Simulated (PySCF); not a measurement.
C₆ coefficients of unlike pairs at PBE

Calculated with PySCF 2.14 from the dipole response of each species, C₆(A,B) = (3/π) ∫ α_A(iu) α_B(iu) du, in atomic units, from isotropic polarisabilities. For ions this is the dispersion term alone; charge-induced terms of lower order in 1/R come first.

```
species            configuration                                                                                              basis      relativity  α (bohr³)  C₆ (like pair)
    Al⁺            [Ne] 3s2 (1S)                                                                            dyall-av3z (19s12p3d2f)   spin-free X2C      24.08           121.2
     Sn   [Kr] 4d10 5s2 5p2 (3P)                                                          aug-cc-pwCVDZ-PP with ECP28MDF (6s5p4d1f)  core potential      59.71           654.6
   Pb³⁺  [Xe] 4f14 5d10 6s1 (2S)  aug-cc-pVQZ-PP with one added diffuse shell each of s, p, d, f, g type with ECP60MDF (8s8p6d4f3g)  core potential      8.493           45.56
   Al²⁺            [Ne] 3s1 (2S)                                                                            dyall-av3z (19s12p3d2f)            none      13.61           35.88
```

(1) Estimate C₆ for Al²⁺ with Pb³⁺.

No spin-orbit coupling is included.

The other pairs:

| pair | C₆ |
| --- | --- |
| Sn, Al⁺ | 280.9 |
| Pb³⁺, Al⁺ | 62.71 |
| Pb³⁺, Sn | 148.2 |
| Al²⁺, Al⁺ | 65.88 |
| Al²⁺, Sn | 153.0 |

## Answers

(1) The integral gives 33.77. The combination rule 2 C_A C_B / (C_A α_B/α_A + C_B α_A/α_B) gives 34.27 and the geometric mean 40.43.
